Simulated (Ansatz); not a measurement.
C$_{4}$H$_{2}$F$_{4}$, SMILES `F/C=C/C(F)=C(F)F` at its PBE0-D4/def2-TZVP geometry, where that method's forces vanish. Charge 0, multiplicity 1.

```csv
atom,x (Å),y (Å),z (Å)
F1,-2.555,1.331,0.762
C2,-1.756,0.477,0.126
C3,-0.448,0.469,0.348
C4,0.441,-0.439,-0.322
F5,-0.100,-1.297,-1.197
C6,1.759,-0.496,-0.142
F7,2.555,-1.328,-0.759
F8,2.409,0.289,0.685
H9,-2.286,-0.173,-0.559
H10,-0.017,1.165,1.057
```

(1) For each bond, give half the difference of the two atoms' forces along it (eV/Å; positive pushes the atoms apart) under PBE-D4, r2SCAN-D4, B3LYP-D4, ωB97M-V in def2-TZVPP. (Estimate.)

Results:

(1) Computed: 
| bond | length (Å) | PBE-D4 | r2SCAN-D4 | B3LYP-D4 | ωB97M-V |
| --- | --- | --- | --- | --- | --- |
| F1–C2 | 1.332 | 0.46 | 0.29 | 0.40 | 0.40 |
| C2–C3 | 1.327 | 0.42 | 0.26 | 0.00 | -0.36 |
| C2–H9 | 1.083 | -0.09 | -0.19 | -0.19 | -0.09 |
| C3–C4 | 1.437 | -0.58 | -0.38 | -0.04 | 0.50 |
| C3–H10 | 1.083 | 0.03 | -0.07 | -0.11 | -0.13 |
| C4–F5 | 1.340 | 0.53 | 0.33 | 0.40 | 0.30 |
| C4–C6 | 1.331 | 0.26 | 0.11 | -0.27 | -0.67 |
| C6–F7 | 1.307 | 0.45 | 0.19 | 0.32 | 0.35 |
| C6–F8 | 1.313 | 0.43 | 0.20 | 0.34 | 0.35 |

B3LYP here is the variant with VWN-RPA as its local correlation; programs differ in this.
